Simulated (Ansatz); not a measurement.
`CCSBCl` + H₂ → `CSBCl` + CH₄ at 400 K and 1 bar (hydrogenolysis of a C–C bond).

Gas-phase electronic energies from Ansatz, PBE0-D4/def2-TZVP geometries. CCSD(T)/CBS adds triple-zeta CCSD(T) − MP2 to the extrapolated MP2 energy (def2 sets, frozen cores). This one scheme is used for every species. One conformer a species, not always the lowest.

| species | CCSD(T)/CBS energy (Eh) | H − E (kJ/mol) | S (J/(mol·K)) |
| --- | --- | --- | --- |
| `CCSBCl` | -962.13444 | 247.2 | 375.4 |
| H₂ | -1.17544 | 38.0 | 139.0 |
| `CSBCl` | -922.86962 | 165.9 | 348.9 |
| CH₄ | -40.46206 | 131.3 | 197.2 |

H − E and S are ideal-gas, rigid-rotor, harmonic terms from PBE0-D4/def2-TZVP, for one conformer and one mirror image of each species. For small species the MP2-based limit differs from directly extrapolated CCSD(T) by up to some mEh (0.8 for H₂); such offsets cancel only in part. 1 Eh = 2625.50 kJ/mol, R = 8.31446 J/(mol·K).

Task: By hand: ΔE, ΔH, ΔS and ΔG.

Result: ΔE = (-922.86962) + (-40.46206) − (-962.13444) − (-1.17544) = -0.02180 Eh = -57.2 kJ/mol. Δ(H − E) = 165.9 + 131.3 − 247.2 − 38.0 = 12.0, so ΔH = -45.2 kJ/mol. ΔS = 348.9 + 197.2 − 375.4 − 139.0 = 31.7 J/(mol·K). ΔG = -45.2 − 400 × (31.7)/1000 = -57.9 kJ/mol.

Task: By hand: the equilibrium constant, and the temperature at which ΔG would vanish if ΔH and ΔS stayed fixed.

Result: log₁₀ K = −ΔG/(RT ln 10) = 7.6. ΔH and −TΔS have one sign here, so there is no such temperature.

ΔH outweighs TΔS. A doubt of 5 kJ/mol in ΔE shifts log₁₀ K by 0.7 here. Other conformers and mirror images would add mixing entropy, several J/(mol·K) or more a flexible species. These are equilibria of isolated gas molecules and say nothing of rates. Largest T1 diagnostic: 0.013 (customary marks: 0.02 for closed shells, 0.045 for open ones).
